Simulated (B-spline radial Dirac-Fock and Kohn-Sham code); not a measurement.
Isotope-shift constants of the inner levels of In

System: the In atom in the configuration [Kr] 4d10 5s2 5p1.

These are calculated numbers from a radial atomic solver; the model is first-order field-shift and mass-shift constants from Dirac-Fock ground and hole states with a Fermi nucleus; the mass shift has no relativistic recoil terms. A binding energy shifts by δE = F·δ⟨r²⟩ + (K_N + K_S)·δ(1/M); F is taken for a change of radius at fixed skin thickness and so holds the higher radial moments.

```
     level  F (meV/fm²)  K_N (meV u)  K_S (meV u)
    K (1s)       -71.59       -15380         7356
   L1 (2s)       -8.231        -2338       -117.9
L2 (2p1/2)       0.3528        -2170         3019
L3 (2p3/2)       0.5035        -2055         2703
   M1 (3s)       -1.578       -460.1       -185.3
M2 (3p1/2)      0.09484       -392.3        372.6
M3 (3p3/2)       0.1275       -370.9        292.5
M4 (3d3/2)       0.1127       -252.0        308.6
M5 (3d5/2)       0.1105       -247.7        299.5
```

Line shifts in meV from A = 115 (mass 114.9039 u, rms radius 4.6156 fm); radii from Angeli and Marinova (2013).

```
  A  mass (u)  radius (fm)     Kα1     Kα2     Kβ1    Lα1
104  103.9182       4.5184       ?       ?       ?      ?
105  104.9145       4.5311  +48.54  +48.25  +48.85  +0.19
108  107.9097       4.5571  +33.79  +33.60  +34.00  +0.13
109  108.9071       4.5685  +27.03  +26.87  +27.22  +0.12
117  116.9045       4.6292   -7.77   -7.72   -7.83  -0.04
120  119.9080       4.6443  -16.01  -15.90  -16.17  -0.11
121  120.9079       4.6505  -19.57  -19.43  -19.76  -0.13
122  121.9103       4.6534  -20.92  -20.77  -21.15  -0.16
126  125.9165       4.6702  -29.95  -29.72  -30.31  -0.26
127  126.9175       4.6733  -31.50  -31.25  -31.89  -0.28
```

Question: What are the shifts for A = 104?

Answer: Kα1 +56.03 meV (field +64.01, mass -7.98); Kα2 +55.71 meV (field +63.88, mass -8.16); Kβ1 +56.36 meV (field +63.68, mass -7.31); Lα1 +0.20 meV (field -0.35, mass +0.55).
